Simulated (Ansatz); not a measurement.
Total energies of MoSeBr₄ from Ansatz at PBE0-D4/def2-SVP, gas phase (1 Eh = 27.2114 eV = 2625.5 kJ/mol). The reference geometry is relaxed at r2SCAN-D4/def2-SVP.

```tsv
state	geometry	energy (Eh)
charge 0 singlet	reference	-12763.56028
charge 1 doublet	reference	-12763.21279
charge 1 doublet	relaxed at r2SCAN-D4/def2-SVP	-12763.23159
charge -1 doublet	reference	-12763.70502
free Mo atom (septet)	–	-68.08226
free Se atom (triplet)	–	-2400.91098
free Br atom (doublet)	–	-2573.49923
```

In the def2 sets Mo takes a core potential; there is no spin–orbit coupling.

(1) Work out the vertical ionisation energy to the doublet.

(2) Work out the vertical electron affinity, to the doublet.

(3) Give the fundamental gap IE − EA, the Mulliken electronegativity (IE + EA)/2 and the hardness (IE − EA)/2.

(4) How much does the charge 1 doublet relax, and what is the adiabatic ionisation energy?

(5) What is the binding energy per atom against free atoms?

(1) E(charge 1 doublet) − E(charge 0 singlet) = -12763.21279 − (-12763.56028) = 0.34749 Eh = 9.46 eV. For comparison, −ε of the highest occupied level is 7.76 eV at this level, 1.70 eV less.

(2) E(charge 0 singlet) − E(charge -1 doublet) = -12763.56028 − (-12763.70502) = 0.14474 Eh = 3.94 eV. The basis lacks diffuse functions, which makes affinities too small.

(3) From the values in Eh: IE − EA = 0.34749 − 0.14474 = 0.20275 Eh = 5.52 eV; (IE + EA)/2 = 6.70 eV; (IE − EA)/2 = 2.76 eV. The HOMO–LUMO gap of the same run is 2.61 eV, 2.91 eV smaller than the fundamental gap.

(4) Relaxation: -12763.21279 − (-12763.23159) = 0.01880 Eh = 0.51 eV. Adiabatic ionisation energy: 0.32869 Eh = 8.94 eV, without zero-point energy. Bonds change on the way (0 lost, 1 formed), so the relaxed form is another species. In the charge 1 doublet, Br4 and Br5 lie 2.83 Å apart (atoms count from 1), so these atoms are partly bonded to each other.

(5) Atoms: 1 × (-68.08226) + 1 × (-2400.91098) + 4 × (-2573.49923) = -12762.99016 Eh. Binding: -12762.99016 − (-12763.56028) = 0.57012 Eh = 15.51 eV, or 2.59 eV for each of 6 atoms (no zero-point energy, no counterpoise term).

The restricted singlet is unstable towards broken spin symmetry in Hartree–Fock (as tested in another run); at PBE0-D4/def2-SVP this wasn't settled.
